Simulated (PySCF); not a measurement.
**C₆ coefficients of unlike pairs at PBE0**

Calculated with PySCF 2.14 from the dipole response of each species, C₆(A,B) = (3/π) ∫ α_A(iu) α_B(iu) du, in atomic units, from isotropic polarisabilities. For ions this is the dispersion term alone; charge-induced terms of lower order in 1/R come first.

```tsv
species	configuration	basis	relativity	α (bohr³)	C₆ (like pair)
Sn⁺	[Kr] 4d10 5s2 5p1 (2P)	x2c-TZVPPall with one added diffuse shell each of s, p, d, f type (9s7p5d3f)	spin-free X2C	27.45	214.0
Ne⁺	[He] 2s2 2p5 (2P)	aug-cc-pV5Z (7s6p5d4f3g2h)	none	1.347	2.353
C³⁺	[He] 2s1 (2S)	aug-cc-pCVQZ-DK (9s8p6d4f2g)	spin-free X2C	3.177	2.538
Al³⁺	[Ne] (1S)	aug-cc-pVQZ-DK (7s6p4d3f2g)	spin-free X2C	0.1715	0.08333
```

(1) Estimate C₆ for Al³⁺ with Sn⁺.

No spin-orbit coupling is included.

The other pairs:

```tsv
pair	C₆
Al³⁺, C³⁺	0.2768
C³⁺, Sn⁺	23.20
Ne⁺, Sn⁺	18.58
C³⁺, Ne⁺	1.885
Al³⁺, Ne⁺	0.4196
```

Results:

(1) The integral gives 2.825. The combination rule 2 C_A C_B / (C_A α_B/α_A + C_B α_A/α_B) gives 2.430 and the geometric mean 4.223.
